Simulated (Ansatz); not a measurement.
Input and output for `C=[CH][GeH][F]` radical.

```yaml
crystal:
  periodic: [false, false, false]
  atoms:
    - {symbol: C, position_ang: [-0.160787, 1.290039, -0.176560]}
    - {symbol: C, position_ang: [0.568913, 0.203136, -0.415698]}
    - {symbol: Ge, position_ang: [0.333408, -1.419265, 0.599792]}
    - {symbol: F, position_ang: [-1.139673, -1.170892, 1.514216]}
    - {symbol: H, position_ang: [-0.012798, 2.209000, -0.736800]}
    - {symbol: H, position_ang: [-0.941788, 1.297696, 0.577112]}
    - {symbol: H, position_ang: [1.358256, 0.225519, -1.163292]}
    - {symbol: H, position_ang: [0.086668, -2.692432, -0.254569]}
basis:
  gaussian: {orbitals: def2-mTZVPP}
total_charge: 1
hamiltonian: {xc: {name: r2SCANh}, dispersion: d3bj}
output: {forces: true}
```

```sh
$ ansatz run in.yaml --threads 4 --pin off --events-out ev --progress --plain --max-ram 10444MiB
```

Shortened log:

```
Warning: the engine holds no damping parameters fitted to this dispersion correction and functional, so the run takes those fitted to r2scanh beside the three-body term, which d3bj leaves out (hamiltonian.dispersion, under Limitations)
Functional definition: r2SCANh
1093 factors; integrals over basis functions are off by at most 1.2e-3 eV
mean field evaluation 1: about -61345.4932 eV, gradient 9.5e1 eV
mean field evaluation 2: about -61260.6880 eV, gradient 2.1e2 eV
mean field evaluation 4: about -61362.7597 eV, gradient 2.1e1 eV
mean field evaluation 8: about -61363.5861 eV, gradient 7.2e-1 eV
mean field evaluation 16: about -61363.6341 eV, gradient 1.1e-4 eV
mean field -61363.63410300 eV, -2255.0719595202 hartree, gradient 2.0e-5 eV, S^2 0.000000; 0 other end points of the search recorded, 0 dependent functions left out
reference -61363.63411109 eV, -2255.0719598175 hartree; 28, 28 occupied and 90, 90 virtual orbitals, 1093 factors
Total energy: -61363.67651702 eV, -2255.0735182068 hartree
Atom 0 at    -0.160787     1.290039    -0.176560 Å, force    -0.541280     0.179329     0.689952 eV/Å
Atom 1 at     0.568913     0.203136    -0.415698 Å, force     1.296099    -0.319713     0.315381 eV/Å
Atom 2 at     0.333408    -1.419265     0.599792 Å, force    -3.133870     0.970543    -1.684729 eV/Å
Atom 3 at    -1.139673    -1.170892     1.514216 Å, force     1.549274    -0.354514    -0.188109 eV/Å
Atom 4 at    -0.012798     2.209000    -0.736800 Å, force    -0.223088    -0.190748    -0.385010 eV/Å
Atom 5 at    -0.941788     1.297696     0.577112 Å, force     0.161489     0.201378     0.194240 eV/Å
Atom 6 at     1.358256     0.225519    -1.163292 Å, force     0.181559    -0.190463     0.199617 eV/Å
Atom 7 at     0.086668    -2.692432    -0.254569 Å, force     0.709817    -0.295812     0.858657 eV/Å
Dipole moment:     0.563945     0.163679    -0.339142 e Å
```

Run time 2.2 s (4 threads of an Arm Neoverse V2 on a shared host); peak host memory 0.39 GiB.
